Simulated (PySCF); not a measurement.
Species: C3H6ClFSi.
SMILES with atom numbers: `[CH2:1]=[CH:2][Si@:3]([CH3:4])([F:5])[Cl:6]` (hydrogens: H7, H8 on C1; H9 on C2; H10, H11, H12 on C4)

Level of theory: PBE0-D3(BJ)/def2-SVP geometry optimisation, gas phase (PySCF 2.14.0).

Task: What internal coordinates does the optimisation give?

Result: 
```
                  bond  length (bohr)
                 C1=C2          2.528
                C2–Si3          3.504
                Si3–C4          3.498
                Si3–F5          3.070
               Si3–Cl6          3.905
                 C1–H7          2.070
                 C1–H8          2.072
                 C2–H9          2.075
C4–H10, C4–H11, C4–H12          2.080
```

Bonds in one row agree within 0.02 bohr and their mean is given. A selection of angles:
```
     angle  degrees
  C2–C1–H7    122.3
  C2–C1–H8    122.0
  H7–C1–H8    115.7
 C1–C2–Si3    123.5
  C1–C2–H9    118.8
 Si3–C2–H9    117.8
 C2–Si3–C4    115.1
 C2–Si3–F5    107.1
C2–Si3–Cl6    109.9
 C4–Si3–F5    108.9
C4–Si3–Cl6    108.5
F5–Si3–Cl6    107.0
Si3–C4–H10    110.5
Si3–C4–H12    110.5
H10–C4–H11    108.8
H10–C4–H12    108.2
```

Torsions: C1–C2–Si3–C4 -57° (synclinal).

Si3 (fluorine-bound silicon) is distorted tetrahedral (angles from 107.0° to 115.1°).

Point group: C1 (no symmetry element, even within 0.4 Å). No frequency check. One conformer, not necessarily the lowest.
